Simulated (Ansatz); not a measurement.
`O[SiH2]OC(O)F` + `S[SiH2][GeH3]` → `O[SiH2][SiH2]S` + `OC(F)[O][GeH3]`  (redistribution)

Program: Ansatz. Geometries: PBE0-D4/def2-TZVP. ΔE: electronic, gas phase. CCSD(T)/CBS adds triple-zeta CCSD(T) − MP2 to the extrapolated MP2 energy (def2 sets, frozen cores). Functionals use def2-TZVPP. B3LYP here is the variant with VWN-RPA as its local correlation; programs differ in this. For Ge outer-core shells are correlated without core-valence functions, which leaves a few kJ/mol of doubt a bond. Scalar relativity is left out up to krypton. One conformer a species, not always the lowest.

```json
{"level": "r2SCAN-D4", "ΔE (kJ/mol)": "101.8", "difference from CCSD(T)/CBS": "-2.9"}
{"level": "PBE0-D4", "ΔE (kJ/mol)": "98.1", "difference from CCSD(T)/CBS": "-6.6"}
{"level": "ωB97X-V", "ΔE (kJ/mol)": "98.5", "difference from CCSD(T)/CBS": "-6.2"}
{"level": "ωB97M-V", "ΔE (kJ/mol)": "105.1", "difference from CCSD(T)/CBS": "0.4"}
{"level": "r2SCAN", "ΔE (kJ/mol)": "102.1", "difference from CCSD(T)/CBS": "-2.6"}
{"level": "PBE0", "ΔE (kJ/mol)": "99.4", "difference from CCSD(T)/CBS": "-5.3"}
{"level": "B3LYP", "ΔE (kJ/mol)": "103.2", "difference from CCSD(T)/CBS": "-1.5"}
{"level": "HF/def2-TZVPP", "ΔE (kJ/mol)": "108.2", "difference from CCSD(T)/CBS": "3.5"}
{"level": "SCS-MP2/def2-TZVPP", "ΔE (kJ/mol)": "102.4", "difference from CCSD(T)/CBS": "-2.3"}
{"level": "CCSD/def2-TZVPP", "ΔE (kJ/mol)": "104.3", "difference from CCSD(T)/CBS": "-0.4"}
{"level": "CCSD(T)/def2-TZVPP", "ΔE (kJ/mol)": "102.1", "difference from CCSD(T)/CBS": "-2.6"}
{"level": "HF/def2-QZVPP", "ΔE (kJ/mol)": "108.9", "difference from CCSD(T)/CBS": "4.2"}
{"level": "MP2/def2-QZVPP", "ΔE (kJ/mol)": "106.7", "difference from CCSD(T)/CBS": "2.0"}
{"level": "SCS-MP2/def2-QZVPP", "ΔE (kJ/mol)": "103.7", "difference from CCSD(T)/CBS": "-1.0"}
{"level": "HF/CBS(def2)", "ΔE (kJ/mol)": "109.0", "difference from CCSD(T)/CBS": "4.3"}
{"level": "CCSD/CBS(def2)", "ΔE (kJ/mol)": "106.9", "difference from CCSD(T)/CBS": "2.2"}
{"level": "CCSD(T)/CBS", "ΔE (kJ/mol)": "104.7", "difference from CCSD(T)/CBS": "0"}
```

Largest T1 diagnostic among the species: 0.012.

From PBE to PBE0 (25 % exact exchange), in def2-TZVPP and without D4, ΔE moves by +5.8 kJ/mol. In def2-TZVPP, CCSD(T) changes the Hartree–Fock value by −6.1 kJ/mol (the triples alone add −2.1 kJ/mol) and MP2 by −3.3 kJ/mol.
